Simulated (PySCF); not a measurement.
PySCF input file for H3MgNS, SMILES [Mg]([SH])[NH2], PBE0/pcJ-1. The structure is a stationary point at B3LYP-D3(BJ)/def2-TZVP. One conformer was computed; it need not be the lowest.

```python
import numpy as np
from pyscf import gto, scf, dft
from pyscf.prop.ssc import rks as ssc

mol = gto.M(
    atom='''
    Mg    0.00979301    0.55283441    0.00000000
    N    -0.00867218    2.43602965    0.00000000
    H    -0.01674456    3.03371511    0.81404921
    H    -0.01674456    3.03371511   -0.81404922
    S     0.07751293   -1.74351793   -0.00000000
    H    -1.26352856   -1.85736377   -0.00000000
    ''',
    basis='pcJ-1',
    charge=0,
    spin=0,
    max_memory=1600,
    verbose=3,
)
mf = dft.RKS(mol, xc='pbe0')
mf.grids.level = 3
mf.conv_tol = 1e-10
mf.max_cycle = 100
mf.kernel()
j = ssc.SSC(mf)
j.with_fcsd = True
j.max_cycle_cphf = 80
j.conv_tol = 1e-7
e11 = j.kernel()
```

Program output:

```
converged SCF energy = -649.632336793014
Reduced spin-spin coupling constant K (Hz)
               #0        #1        #2        #3        #4
        0 Mg   0.00000
        1 N  123.96898   0.00000
        2 H    2.02518  21.60677   0.00000
        3 H    2.02501  21.60703  -0.30459   0.00000
        4 S  -10.58285  -0.30511   0.02565   0.02013   0.00000
        5 H   -1.26475  -0.10487  -0.01898  -0.01898   6.40425
               #5
        5 H    0.00000
Spin-spin coupling constant J (Hz)
               #0        #1        #2        #3        #4
        0 Mg   0.00000
        1 N  -17.12742   0.00000
        2 H   -3.87074  48.72945   0.00000
        3 H   -3.87042  48.73002  -9.50315   0.00000
        4 S    1.55429  -0.05288   0.06149   0.04825   0.00000
        5 H    2.41733  -0.23652  -0.59233  -0.59231  15.35391
               #5
        5 H    0.00000
```

The calculation finished and met its thresholds.

Cost: around 24 core-seconds (rough).
